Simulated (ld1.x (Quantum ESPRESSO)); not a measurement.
## Configuration tests for B (TM semilocal)

ld1.x (Quantum ESPRESSO) 7.5 input, shortened:

```
&input
   title='B', zed=5., rel=0, dft='PBE', iswitch=3,
   config='[He] 2s2 2p1'
 /
 &inputp
   pseudotype=1, tm=.true., lloc=1,
   nlcc=.true., new_core_ps=.true., rcore=1.30
 /
2
2S  1  0   2.00   0.00  1.45  1.45  0.0
2P  2  1   1.00   0.00  2.25  2.25  0.0
 &test
   configts(1)='2s2 2p1'
 /
```

Energies are relative to the spin-unpolarised reference configuration 2s2 2p1; without spin polarisation the order of configurations can differ from experiment.

```csv
valence configuration,charge,ΔE all-electron (eV),error AE − PS (meV)
2s2 2p0,+1,8.222,+31
2s1 2p0,+2,33.637,+114
2s2 2p0.5,+0.5,2.888,+3.5
2s1 2p2,0,5.844,-2.7
2s1 2p1,+1,14.355,-20
2s0 2p3,0,11.708,-11
2s2 2p1.3,-0.3,-0.739,+0.1
```

Levels in the configuration 2s1 2p0:

```
level  all-electron (eV)  pseudo (eV)
   2s            -31.466      -31.338
```
